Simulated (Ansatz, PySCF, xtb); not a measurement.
Process, species as SMILES: CO[Si](C)(OC)OC + 3 O (H2O) + 3 [SiH4] (SiH4) -> 3 CO (CH4O) [methanol] + C[SiH3] [methylsilane] + 3 O[SiH3] [hydroxysilane]
Structures are relaxed separately at B3LYP-D3(BJ)/def2-TZVP in Ansatz (an electronic-structure program), one conformer each, not searched for the lowest. Frequencies are from Ansatz or PySCF.

Property: bond separation energy (enthalpy at 298 K, with B3LYP-D3(BJ) rigid-rotor harmonic-oscillator terms), in kcal/mol. Cores are frozen in the correlated levels unless marked. Spin-orbit coupling is left out. Non-relativistic. Basis-set limits of correlation are two-point, X^-3; Hartree-Fock from the larger set. [CCSD(T)-MP2]/basis is that difference in the basis named.

```tsv
level	program	bond separation energy (kcal/mol)
GFN2-xTB	xtb	-7.8
HF/aug-cc-pV(D+d)Z	Ansatz	17.0
```

**Question.** What does RI-MP2/CBS(cc-pV(T+d)Z,cc-pV(Q+d)Z)+[CCSD(T)-MP2]/cc-pV(T+d)Z (Ansatz) give?

**Answer.** 21.1 kcal/mol
